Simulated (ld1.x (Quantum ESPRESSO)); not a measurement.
# zinc (Zn) PAW: all-electron and pseudo phase curves

zinc (Zn), PAW, made with ld1.x (Quantum ESPRESSO) 7.5 (PBE, scalar-relativistic). Core [Ar], reference 3d10 4s0.5 4p0 (charge +1.5). Waves: 4s (bound): rcut 1.70, rcutus 1.85 bohr; 4s channel at -0.65 Ry: rcut 1.70, rcutus 1.85 bohr; 4p (bound, empty): rcut 2.05, rcutus 2.70 bohr; 4p channel at 0.1 Ry: rcut 2.05, rcutus 2.70 bohr; 3d (bound): rcut 1.10, rcutus 1.55 bohr; 3d channel at 3.05 Ry: rcut 1.10, rcutus 1.55 bohr. Local part: all-electron potential smoothed inside 1.80 bohr (lloc = -1). Core correction: Bessel-smoothed model core inside 1.50 bohr. Augmentation charge: PSQ, inside the norm-conserving radii.

The phase is arctan(r·u′/u) with u = r·R(r), unwrapped; energies in Ry, scanned from -4 to 5 Ry. A pole is an energy at which the radial function vanishes at the test radius. The pseudo phase is shifted by a multiple of π to meet the all-electron one at the reference energy, and phase errors are pseudo minus all-electron; the curves can meet again beyond the range given. Levels narrower than the energy grid can be missing from the lists of poles.

Q: For each channel, where are the poles, and over which energies does the pseudopotential scatter like the atom?

A:

| channel | radius (bohr) | reference energy (Ry) | poles, all-electron | poles, pseudo | unbroken range about the reference energy with phases within 0.05 rad | phase error 1 Ry above the reference energy (rad) |
| --- | --- | --- | --- | --- | --- | --- |
| s | 2.94 | -1.35 | -0.68 | -0.68, 4.51 | below 4.8 | -0.000 |
| p | 2.94 | -0.85 | 0.24 | 0.24, 4.81 | below 2.2 | -0.000 |
| d | 2.94 | -1.85 | -1.82, 1.93 | -1.82, 1.93 | below 4.4 | +0.002 |

Phases in the s channel:

```tsv
E (Ry)	all-electron	pseudo
-4.00	1.354	1.354
-3.76	1.342	1.342
-3.52	1.327	1.327
-3.28	1.310	1.310
-3.04	1.287	1.287
-2.80	1.256	1.256
-2.56	1.213	1.213
-2.32	1.147	1.147
-2.08	1.028	1.028
-1.84	0.760	0.760
-1.60	-0.017	-0.017
-1.36	-0.987	-0.987
-1.12	-1.347	-1.347
-0.88	-1.496	-1.496
-0.64	-1.581	-1.581
-0.40	-1.640	-1.640
-0.16	-1.688	-1.688
0.08	-1.733	-1.733
0.32	-1.780	-1.780
0.56	-1.834	-1.834
0.80	-1.903	-1.904
1.04	-2.002	-2.004
1.28	-2.162	-2.167
1.52	-2.454	-2.468
1.76	-3.005	-3.037
2.00	-3.668	-3.702
2.24	-4.077	-4.101
2.48	-4.288	-4.305
2.72	-4.408	-4.423
2.96	-4.485	-4.498
3.20	-4.538	-4.551
3.44	-4.578	-4.591
3.68	-4.609	-4.623
3.92	-4.634	-4.651
4.16	-4.655	-4.676
4.40	-4.673	-4.700
4.64	-4.689	-4.727
4.88	-4.704	-4.764
```
